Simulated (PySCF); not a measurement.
SMILES FP(F)[SiH3], F$_{2}$H$_{3}$PSi

Geometry:
```tsv
atom	x (Å)	y (Å)	z (Å)
F1	1.759	1.126	0.636
P2	1.354	0.203	-0.637
F3	1.766	-1.249	-0.036
Si4	-0.875	0.013	-0.076
H5	-0.980	-0.377	1.359
H6	-1.477	-1.036	-0.953
H7	-1.546	1.324	-0.320
```

Computed with GIAO KT3/pcSseg-1 magnetisability, rotational g tensor and spin-rotation constants, non-relativistic, gas phase in PySCF 2.14.0. Geometry: PBE0-D3(BJ)/def2-SVP.

(1) Give the nuclear spin-rotation constants along the inertial axes (H = +C I·J) beside the isotropic shieldings.

(2) How do the rotational constants and the g tensor change when H5, H6, H7 are replaced by deuterium?

Answers

(1) Rotational constants 6.3259, 3.2320, 2.5501 GHz. A star marks the isotopologue with that one atom substituted, in its own axes.
```
atom  isotope  Caa (kHz)  Cbb (kHz)  Ccc (kHz)  mean (kHz)  σ (ppm)
  F1      19F     10.702      1.468      2.279       4.816    296.0
  P2      31P     15.324      7.949      5.820       9.698     -6.8
  F3      19F     10.349      1.643      2.260       4.750    296.6
  H5       1H     -0.552     -0.310      0.103      -0.253     27.4
  H6       1H     -0.374     -0.023     -0.208      -0.202     27.6
  H7       1H     -0.364     -0.034     -0.203      -0.200     27.6
 Si4    29Si*     -3.151     -1.733     -1.343      -2.075    441.6
```
For the geometry as given, no vibrational averaging.

(2) Constants 5.8879, 2.9234, 2.3533 GHz; g -0.0718, -0.0361, -0.0315, against -0.0772, -0.0396, -0.0339 before.
